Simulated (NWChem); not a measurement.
Molecule: MoO$_{3}$; SMILES [O]=[Mo](=[O])=[O]

Results from NWChem. def2 effective core potentials on Mo; no spin-orbit coupling. Level Hartree-Fock/def2-SVP: optimisations from one semi-empirical or force-field start; each run changes one setting, and all end within 0.3 mHa of each other.

```json
[
 {"setting": "redundant internal coordinates, default thresholds", "optimisation steps": "3"},
 {"setting": "tight thresholds", "optimisation steps": "9"},
 {"setting": "symmetry off", "optimisation steps": "3"},
 {"setting": "no line search", "optimisation steps": "3"},
 {"setting": "trust radius 0.05", "optimisation steps": "4"}
]
```
